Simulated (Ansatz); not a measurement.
Calculated with Ansatz (gas phase, PBE0-D4/def2-TZVP geometries, no zero-point term in ΔE). CBS: MP2 limit from def2 TZ/QZ plus the TZ coupled-cluster correction, frozen cores. Functionals use def2-TZVPP. For Ge outer-core shells are correlated without core-valence functions, which leaves a few kJ/mol of doubt a bond. Scalar relativity is left out up to krypton. Each species was taken in one conformer, which may not be the lowest.

Reaction (isomerisation): `O[BH][GeH2][CH2]O` → `[CH3][GeH]([OH])[BH]O`

CCSD(T)/CBS gives -32.5 kcal/mol.

Q: Another level gave -30.5 kcal/mol. Which?
A. PBE/def2-TZVPP
B. PBE0-D4/def2-TZVPP
C. B2PLYP/def2-TZVPP
D. MP2/def2-TZVPP

A: B. PBE0-D4 -30.5, B2PLYP -32.6, MP2/def2-TZVPP -34.6, PBE -29.6 kcal/mol.

Largest T1 diagnostic among the species: 0.013.

From PBE to PBE0 (25 % exact exchange), in def2-TZVPP and without D4, ΔE moves by −0.8 kcal/mol.
